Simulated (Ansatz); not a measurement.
Consider the redistribution: `[BH2][GeH2][O][SiH2]F` + `CN[SiH2][SiH3]` → `F[SiH2]N[SiH2][SiH3]` + `[BH2][GeH2][O]C`.

Program: Ansatz. Geometries: PBE0-D4/def2-TZVP. ΔE: electronic, gas phase. CCSD(T)/CBS is the MP2 limit (def2-TZVPP, def2-QZVPP) plus CCSD(T) − MP2 in def2-TZVPP, frozen cores. Functionals use def2-TZVPP. B3LYP here is the variant with VWN-RPA as its local correlation; programs differ in this. For Ge outer-core shells are correlated without core-valence functions, which leaves a few kJ/mol of doubt a bond. Scalar relativity is left out up to krypton. One conformer a species, not always the lowest.

| level | ΔE (kJ/mol) | difference from CCSD(T)/CBS |
| --- | --- | --- |
| PBE-D4 | 51.6 | -7.2 |
| PBE0-D4 | 56.1 | -2.7 |
| B3LYP-D4 | 57.6 | -1.2 |
| ωB97X-V | 57.0 | -1.8 |
| SCS-MP2/def2-TZVPP | 60.9 | 2.1 |
| HF/def2-QZVPP | 69.8 | 11.0 |
| SCS-MP2/def2-QZVPP | 61.8 | 3.0 |
| HF/CBS(def2) | 70.0 | 11.2 |
| MP2/CBS(def2) | 60.7 | 1.9 |
| CCSD/CBS(def2) | 60.9 | 2.1 |
| CCSD(T)/CBS | 58.8 | 0 |

Largest T1 diagnostic among the species: 0.012.

In def2-TZVPP, CCSD(T) changes the Hartree–Fock value by −10.1 kJ/mol (the triples alone add −2.1 kJ/mol) and MP2 by −8.2 kJ/mol. From PBE to PBE0 (25 % exact exchange), in def2-TZVPP and without D4, ΔE moves by +4.4 kJ/mol.
